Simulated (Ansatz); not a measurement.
Question: Name a neutral molecule of C, O, Zr and H with HOMO energy (PBE/def2-TZVPP) between -6.20 and -5.90 eV and LUMO energy (ωB97M-V/def2-TZVPP) between 0.80 and 1.10 eV (Ansatz, PBE0-D4/def2-TZVP geometry).

Answer: `CC[O][Zr]([OH])([O]CC)[O]CC` (-5.98 eV, 1.01 eV); `[CH3][Zr]([CH3])([CH3])[OH]` (-5.92 eV, 0.84 eV); `C[O][Zr]([O]C)([O]C)[O]C` (-5.99 eV, 0.95 eV); `CC[O][Zr]([OH])([OH])[O]CC` (-6.12 eV, 0.93 eV); `CC(C)[O][Zr]([OH])([OH])[O]C(C)C` (-6.10 eV, 0.97 eV). Other molecules can fit too; these were computed, each in one conformer that needn't be the lowest.
